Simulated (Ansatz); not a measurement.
Program: Ansatz. Geometries: PBE0-D4/def2-TZVP. ΔE: electronic, gas phase. CCSD(T)/CBS adds triple-zeta CCSD(T) − MP2 to the extrapolated MP2 energy (def2 sets, frozen cores). Functionals use def2-TZVPP. B3LYP here is the variant with VWN-RPA as its local correlation; programs differ in this. Elements past krypton have def2 core potentials. For Br, In, Sn outer-core shells are correlated without core-valence functions, which leaves a few kJ/mol of doubt a bond. Scalar relativity is left out up to krypton. Each species was taken in one conformer, which may not be the lowest.

`C[O][In]([SH])[O]C` + `[OH][SnH2][Br]` → `C[O][SnH2][Br]` + `C[O][In]([OH])[SH]`  (substitution at a C–O bond)

| level | ΔE (kJ/mol) | difference from CCSD(T)/CBS |
| --- | --- | --- |
| PBE-D4 | -5.8 | 2.1 |
| B3LYP-D4 | -6.4 | 1.5 |
| PBE | -5.6 | 2.3 |
| r2SCAN | -5.9 | 2.0 |
| PBE0 | -5.9 | 2.0 |
| SCS-MP2/def2-TZVPP | -7.6 | 0.3 |
| CCSD/def2-TZVPP | -6.9 | 1.0 |
| CCSD(T)/def2-TZVPP | -6.9 | 1.0 |
| MP2/CBS(def2) | -9.1 | -1.2 |
| CCSD/CBS(def2) | -7.9 | 0.0 |
| CCSD(T)/CBS | -7.9 | 0 |

Largest T1 diagnostic among the species: 0.016.
